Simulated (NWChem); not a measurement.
System: AlICl2; SMILES [Cl][Al]([Cl])[I]

Here is an NWChem input.

```
start job
memory heap 200 mb stack 900 mb global 1100 mb
geometry units angstroms noautoz
  Al     0.000000     0.000000    -0.936806
  Cl     0.000000     1.794233    -1.998262
  Cl     0.000000    -1.794233    -1.998262
  I      0.000000     0.000000     1.504358
end
basis spherical
  * library def2-svp
end
ecp
  I library def2-ecp
end
dft
  xc xwpbe 1.00 cpbe96 1.0 hfexch 1.00
  cam 0.8 cam_alpha 0.0 cam_beta 1.0
  iterations 150
  vectors input atomic output neutral.movecs
end
task dft energy
charge 1
dft
  odft
  mult 2
  vectors input atomic output cation.movecs
end
task dft energy
```

The geometry was optimised at PBE0/def2-SVP. def2 effective core potentials on I; no spin-orbit coupling.

Ions are spin-unrestricted doublets at the neutral geometry; other ion states weren't tried. Functional: LC-ωPBE (HJS hole) with def2-SVP; the question gives the range parameter ω in 1/bohr.

Q: What results follow from this input? (LC-wPBE (HJS exchange hole, range parameter 0.8 per bohr)/def2-SVP with def2 effective core potentials on I, vertical spin-unrestricted ions.) Quantities: vertical ionisation energy, ΔSCF (eV); −ε(HOMO) (eV).

A: 
```json
{
  "vertical ionisation energy, ΔSCF (eV)": "10.80",
  "−ε(HOMO) (eV)": "11.63"
}
```
